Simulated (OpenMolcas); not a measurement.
CH5BN2 (SMILES B1NCN1): methods side by side

CH5BN2: 9 atoms, total charge 0, spin state singlet. As SMILES, `B1NCN1`. The coordinates come from a PBE0-D4/def2-TZVP relaxation.

Each level gives the dipole moment (D). The values are calculated.

```json
{"level": "HF/def2-SVPD", "kind": "Hartree–Fock", "program": "OpenMolcas", "value (D)": "1.11", "CPU time": "35 s"}
{"level": "SVWN5/def2-SVPD", "kind": "LDA", "program": "OpenMolcas", "value (D)": "1.56", "CPU time": "76 s"}
{"level": "BLYP/def2-SVPD", "kind": "GGA", "program": "OpenMolcas", "value (D)": "1.46", "CPU time": "1.8 min"}
{"level": "M06-L/def2-SVPD", "kind": "meta-GGA", "program": "OpenMolcas", "value (D)": "1.38", "CPU time": "2.2 min"}
{"level": "r2SCAN/def2-SVPD", "kind": "meta-GGA", "program": "OpenMolcas", "value (D)": "1.43", "CPU time": "2.3 min"}
{"level": "B3LYP/def2-SVPD", "kind": "global hybrid", "program": "OpenMolcas", "value (D)": "1.38", "CPU time": "96 s"}
{"level": "M06-2X/def2-SVPD", "kind": "hybrid meta-GGA", "program": "OpenMolcas", "value (D)": "1.34", "CPU time": "2 min"}
{"level": "PBE0/def2-SVPD", "kind": "global hybrid", "program": "OpenMolcas", "value (D)": "1.39", "CPU time": "97 s"}
```

The values span 1.11 to 1.56 D. Magnitudes only. CPU times are rough (shared hosts, several kinds of processor): they show what a rung costs within a factor of a few.
